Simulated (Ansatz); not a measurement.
C2H6AlNO3 (`CC#[N+][Al-]([OH])([OH])[OH]`). Charge 0, multiplicity 1.

```xyz
13

C     0.824   -0.335    2.790
C     0.418   -0.170    1.416
N     0.097   -0.039    0.329
Al   -0.471    0.191   -1.594
O    -0.881   -1.432   -1.974
O     0.988    0.807   -2.258
O    -1.766    1.299   -1.386
H     0.086    0.126    3.448
H     0.902   -1.398    3.024
H     1.794    0.141    2.945
H    -0.347   -1.915   -2.601
H     1.016    1.709   -2.570
H    -2.659    1.014   -1.568
```

Q: What are the harmonic wavenumbers in cm⁻¹ at PBE0-D4/def2-TZVP (Ansatz, finite differences of forces, unscaled)? (Estimate.)

A: Ansatz gave: 31, 55, 55, 152, 152, 224, 247, 247, 252, 252, 255, 368, 428, 428, 638, 666, 666, 695, 873, 873, 984, 1051, 1051, 1399, 1454, 1454, 2457, 3072, 3158, 3158, 3966, 3966, 3966.

Q: Is this a minimum?

A: Yes, all 33 modes are real.

Q: Give the ideal-gas thermochemistry at 298.15 K and 1 bar (rigid rotor, harmonic oscillator; point group C3, symmetry number 3).

A: Zero-point energy 231.4 kJ/mol; H(298) − E = 263.4 kJ/mol; entropy 429.5 J/(mol·K), of which translation 168.5, rotation 111.5, vibration 149.5; G(298) − E = 135.4 kJ/mol. Modes under 100 cm⁻¹ are hindered rotations or soft bends, so the harmonic entropy is rough.

Q: And at 400, 500, 600, 800 and 1000 K?

A: 
```tsv
T (K)	H − E (kJ/mol)	S (J/mol/K)	G − E (kJ/mol)
400	281.1	480.2	89.0
500	300.3	523.0	38.8
600	320.9	560.6	-15.4
800	365.2	624.2	-134.1
1000	412.7	677.1	-264.4
```

Q: Rotational constants (cm⁻¹)?

A: 0.1083, 0.03606, 0.03606.
